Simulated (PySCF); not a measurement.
**4-mercaptobenzoic acid (SMILES O=C(O)c1ccc(S)cc1)**

Geometry:
```json
{"atom": "O1", "x (Å)": "-3.110", "y (Å)": "0.263", "z (Å)": "0.983"}
{"atom": "C2", "x (Å)": "-2.400", "y (Å)": "-0.017", "z (Å)": "0.049"}
{"atom": "O3", "x (Å)": "-2.896", "y (Å)": "-0.393", "z (Å)": "-1.141"}
{"atom": "C4", "x (Å)": "-0.920", "y (Å)": "0.011", "z (Å)": "0.079"}
{"atom": "C5", "x (Å)": "-0.142", "y (Å)": "-0.316", "z (Å)": "-1.037"}
{"atom": "C6", "x (Å)": "1.244", "y (Å)": "-0.274", "z (Å)": "-0.962"}
{"atom": "C7", "x (Å)": "1.876", "y (Å)": "0.097", "z (Å)": "0.233"}
{"atom": "S8", "x (Å)": "3.625", "y (Å)": "0.175", "z (Å)": "0.408"}
{"atom": "C9", "x (Å)": "1.095", "y (Å)": "0.425", "z (Å)": "1.353"}
{"atom": "C10", "x (Å)": "-0.288", "y (Å)": "0.381", "z (Å)": "1.271"}
{"atom": "H11", "x (Å)": "-3.860", "y (Å)": "-0.374", "z (Å)": "-1.047"}
{"atom": "H12", "x (Å)": "-0.632", "y (Å)": "-0.606", "z (Å)": "-1.968"}
{"atom": "H13", "x (Å)": "1.840", "y (Å)": "-0.531", "z (Å)": "-1.841"}
{"atom": "H14", "x (Å)": "3.927", "y (Å)": "-0.203", "z (Å)": "-0.851"}
{"atom": "H15", "x (Å)": "1.580", "y (Å)": "0.715", "z (Å)": "2.288"}
{"atom": "H16", "x (Å)": "-0.910", "y (Å)": "0.633", "z (Å)": "2.132"}
```

Computed with TDDFT CAM-B3LYP/aug-cc-pVDZ excited states, vertical, gas phase in PySCF 2.14.0. Geometry: PBE0-D3(BJ)/def2-SVP.

Singlets 5 and 6 lie within 0.01 eV of each other, so their separate moments and overlaps can depend on how they mix.

How strongly do the lowest singlets absorb one photon, and two photons of half the energy?

δ for parallel linear polarisation; σ at the peak of a Lorentzian of half width 0.1 eV, single beam; Ω is circular over linear.
```
state  E (eV)      f  photon λ (nm)  δ (au)  σ (GM)     Ω                                main
   S1    4.85  0.431            512     982    8.45  0.78                      HOMO→LUMO 0.91
   S2    4.91  0.012            505      27    0.24  0.84  HOMO→LUMO+2 0.58, HOMO−1→LUMO 0.37
   S3    5.18  0.002            478    16.5    0.16  1.50  HOMO→LUMO+1 0.50, HOMO→LUMO+6 0.25
   S4    5.25  0.000            472     0.1    0.00  1.20                    HOMO−2→LUMO 0.84
   S5    5.92  0.152            419    18.2    0.23  1.36  HOMO−1→LUMO 0.57, HOMO→LUMO+2 0.39
   S6    5.93  0.016            418     161    2.08  1.50  HOMO→LUMO+6 0.31, HOMO→LUMO+5 0.24
```

Among these, the strongest one-photon state is S1, the strongest two-photon state S1, with a dipole change of 4.3 D (relaxed, norm of the difference vector).
